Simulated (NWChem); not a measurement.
Molecule: CH₄OSi, singlet; SMILES CO[SiH]

```xyz
7

Si     0.0045     1.2375     0.0000
H     -1.5233     0.9278     0.0000
O      0.5242    -0.3401     0.0000
C     -0.1814    -1.5511     0.0000
H      0.0916    -2.1398    -0.8908
H      0.0916    -2.1398     0.8908
H     -1.2741    -1.3855     0.0000
```
Atoms are numbered in this order, from 1.

All runs: NWChem. Geometry optimised at PBE0/def2-SVP; all other runs use it. Low-valent species are run as closed-shell singlets; no triplet was tried in these runs.

```csv
quantity,level,value
−ε(HOMO) (eV),B3LYP/def2-SVP,6.31
"vertical, lowest excitation, singlet (eV)","B3LYP/def2-SVPD, TDA",3.40
solvation free energy (kcal/mol) in n-hexane,"PBE0/def2-SVP, SMD",-1.9
"anisotropy (bohr³), static",B3LYP/def2-SVPD,15.2
dipole (D),PBE0/def2-SVP,1.70
highest harmonic frequency (cm⁻¹),PBE0/def2-SVP,3137
```
